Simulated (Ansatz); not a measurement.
Geometry optimisation, RKS PBE/def2-SVP (Ansatz).

The input (input.yaml):

```yaml
crystal:
  periodic: [false, false, false]
  atoms:
    - { symbol: Ti, position_ang: [-0.078407, -0.119415, 0.102692] }
    - { symbol: "N", position_ang: [-0.059353, -0.083134, 2.099981] }
    - { symbol: H, position_ang: [-0.928279, -0.212969, 2.633359] }
    - { symbol: H, position_ang: [0.760296, -0.350504, 2.658452] }
    - { symbol: F, position_ang: [1.554498, -0.092387, -0.472475] }
    - { symbol: Cl, position_ang: [-1.319516, 1.506683, -0.686263] }
    - { symbol: Cl, position_ang: [-1.016002, -1.995169, -0.547605] }
    - { symbol: Cl, position_ang: [1.493552, 2.853511, 1.311289] }
    - { symbol: H, position_ang: [0.619712, 2.059385, 1.94957] }
basis:
  gaussian: { orbitals: def2-SVP }
hamiltonian:
  xc: pbe
relax:
  f_tol: 0.03
  max_steps: 50
output:
  orbitals: {}
```

Run as:

```bash
$ ansatz run input.yaml --threads 4 --pin off --max-ram 5120MiB --backend cpu --events-out ev --progress --plain --runs-dir out
```

Question: Where does it end, and by what steps?

Answer: It converged. The force dipped under the threshold on the way, but the program's further checks kept it going. After 14 steps the energy has fallen by 0.201 eV; Cl8 moved furthest, 0.91 Å.

```tsv
step	energy less start (eV)	largest force component (eV/Å)	accepted
0	0.0000	1.883	yes
1	-0.1359	0.614	yes
2	-0.1632	0.400	yes
3	-0.1804	0.491	yes
4	-0.1921	0.126	yes
5	-0.1963	0.073	yes
6	-0.1982	0.093	yes
7	-0.1983	0.125	yes
8	-0.1992	0.039	yes
9	-0.1995	0.007	yes
10	-0.1999	0.023	yes
11	-0.1998	0.151	no
12	-0.2003	0.024	yes
13	-0.2003	0.111	yes
14	-0.2006	0.029	yes
```

```xyz
9
Properties=species:S:1:pos:R:3
Ti -0.124 -0.246 -0.003
N 0.061 0.072 1.843
H -0.746 0.188 2.472
H 0.877 -0.255 2.379
F 1.486 -0.353 -0.650
Cl -1.322 1.386 -0.842
Cl -1.175 -2.157 -0.287
Cl 1.283 3.046 2.180
H 0.685 1.886 1.956
```

Whether the end is a true minimum wasn't checked by a vibrational analysis.

Run time: 30 s on 4 threads of Arm Neoverse V1, on a shared host, peak memory 0.21 GiB.
